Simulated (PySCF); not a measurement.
Input file for PySCF: R-B3LYP/6-31G* on CH5BOS (SMILES CB(O)S), a point of a torsion scan.

```python
from pyscf import gto, scf, dft, mp
from pyscf.data.elements import chemcore

mol = gto.M(
    atom='''
    C    -0.78477916   -0.56097757   -0.13381046
    B     0.31693148    0.57717733    0.03292198
    O     0.13144651    1.71528236    0.71216523
    S     1.96568154    0.38812986   -0.69526739
    H    -0.60792961   -1.36653280    0.57860393
    H    -1.79112583   -0.18845409    0.05230409
    H    -0.77817935   -1.01082704   -1.12397881
    H    -0.72042145    1.86921392    1.11918368
    H     1.76952661   -0.80681736   -1.23976023
    ''',
    basis='6-31g*',
    cart=True,
    charge=0, spin=0, verbose=3, max_memory=1800)
mf = dft.RKS(mol, xc='b3lyp')
mf.conv_tol = 1e-8
mf.max_cycle = 100
mf.kernel()
if not mf.converged:
    mf = mf.newton().run(mf.mo_coeff, mf.mo_occ)
```

It printed:

```
converged SCF energy = -539.464317295858
```

The calculation finished and met its thresholds.

Cost: around 8 core-seconds (rough).
